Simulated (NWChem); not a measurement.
System: GaH2Cl; SMILES [GaH2][Cl]

Input file for NWChem:

```
start job
memory heap 200 mb stack 900 mb global 1100 mb
geometry units angstroms noautosym nocenter noautoz
  Ga     0.000000     0.000000     0.776400
  H      0.000000    -1.422259     1.429067
  H      0.000000     1.422259     1.429067
  Cl     0.000000     0.000000    -1.401656
end
basis spherical
  * library aug-cc-pvdz
end
dft
  xc pbe0
  iterations 150
end
property
  response 1 0.0428
end
task dft property
```

Parts of the log:

```
             Northwest Computational Chemistry Package (NWChem) 7.3.0
             --------------------------------------------------------

                             Geometry "geometry" -> ""
                             -------------------------

 Output coordinates in angstroms (scale by  1.889725989 to convert to a.u.)

  No.       Tag          Charge          X              Y              Z
 ---- ---------------- ---------- -------------- -------------- --------------
    1 Ga                  31.0000     0.00000000     0.00000000     0.77640000
    2 H                    1.0000     0.00000000    -1.42225900     1.42906700
    3 H                    1.0000     0.00000000     1.42225900     1.42906700
    4 Cl                  17.0000     0.00000000     0.00000000    -1.40165600

 Effective nuclear repulsion energy (a.u.)     154.8706399503

                              NWChem Property Module
                              ----------------------

                                 NWChem DFT Module
                                 -----------------

 Summary of "ao basis" -> "ao basis" (spherical)
 ------------------------------------------------------------------------------
       Tag                 Description            Shells   Functions and Types
 ---------------- ------------------------------  ------  ---------------------
 Ga                       aug-cc-pvdz               14       36   6s5p3d
 H                        aug-cc-pvdz                5        9   3s2p
 Cl                       aug-cc-pvdz               11       27   5s4p2d

            General Information
            -------------------
          SCF calculation type: DFT
          Wavefunction type:  closed shell.
          No. of atoms     :     4
          No. of electrons :    50
           Alpha electrons :    25
            Beta electrons :    25
          Charge           :     0
          Spin multiplicity:     1
          Use of symmetry is: off; symmetry adaption is: off
          Maximum number of iterations: 150
          AO basis - number of functions:    81
                     number of shells:    35
          Convergence on energy requested:  1.00D-06
          Convergence on density requested:  1.00D-05
          Convergence on gradient requested:  5.00D-04

              XC Information
              --------------
                         PBE0 Method XC Functional
                     Hartree-Fock (Exact) Exchange  0.250
          PerdewBurkeErnzerhof Exchange Functional  0.750
            Perdew 1991 LDA Correlation Functional  1.000 local
           PerdewBurkeErnz. Correlation Functional  1.000 non-local

             Grid Information
             ----------------
          Grid used for XC integration:  medium
          Radial quadrature: Mura-Knowles
          Angular quadrature: Lebedev.
          Tag              B.-S. Rad. Rad. Pts. Rad. Cut. Ang. Pts.
          ---              ---------- --------- --------- ---------
          Ga                  1.30      112          13.0       590
          H                   0.35       45          14.0       434
          Cl                  1.00       88          13.0       590
          Grid pruning is: on
          Number of quadrature shells:   290
          Spatial weights used:  Erf1

      Superposition of Atomic Density Guess
      -------------------------------------

 Sum of atomic energies:       -2383.66905386

      Non-variational initial energy
      ------------------------------

 Total energy =   -2383.903912
 1-e energy   =   -3628.517405
 2-e energy   =    1089.742853
 HOMO         =      -0.350259
 LUMO         =      -0.012333

   convergence    iter        energy       DeltaE   RMS-Dens  Diis-err
 ---------------- ----- ----------------- --------- --------- ---------
 d= 0,ls=0.0,diis     1  -2385.8247131054 -2.54D+03  9.95D-03  2.14D-01
 d= 0,ls=0.0,diis     2  -2385.8303707669 -5.66D-03  4.44D-03  1.66D-01
 d= 0,ls=0.0,diis     3  -2385.8576658777 -2.73D-02  1.10D-03  1.11D-02
 d= 0,ls=0.0,diis     4  -2385.8592907063 -1.62D-03  1.34D-04  1.10D-04
 d= 0,ls=0.0,diis     5  -2385.8593056553 -1.49D-05  2.99D-05  8.76D-06
  Resetting Diis
 d= 0,ls=0.0,diis     6  -2385.8593069219 -1.27D-06  7.33D-06  2.52D-07
 d= 0,ls=0.0,diis     7  -2385.8593069601 -3.82D-08  3.50D-06  2.02D-08

         Total DFT energy =    -2385.859306960094
      One electron energy =    -3628.366604968553
           Coulomb energy =     1191.244046955457
    Exchange-Corr. energy =     -103.607388897265
 Nuclear repulsion energy =      154.870639950267

 Numeric. integr. density =       50.000028699050

                       DFT Final Molecular Orbital Analysis
                       ------------------------------------

[...]

 DFT Linear Response polarizability / au
 Frequency  =       0.0428000 / au
 Wavelength =    1064.5643224 / nm
              X              Y              Z
 -----------------------------------------------
 X      34.2697049      0.0000003      0.0000004
 Y       0.0000003     44.3169547     -0.0000004
 Z       0.0000004     -0.0000004     55.0289779
 -----------------------------------------------
 Eigenvalues =      34.2697049     44.3169547     55.0289779
 Isotropic   =      44.5385458
 Anisotropic =      17.9811302
 -----------------------------------------------

 Magnetic Dipole Response Matrix (nonzero elements):

 Exiting AOResponse driver routine
```

Level: PBE0/aug-cc-pVDZ. All runs use the structure optimised with B3LYP/6-31G* (spherical d).
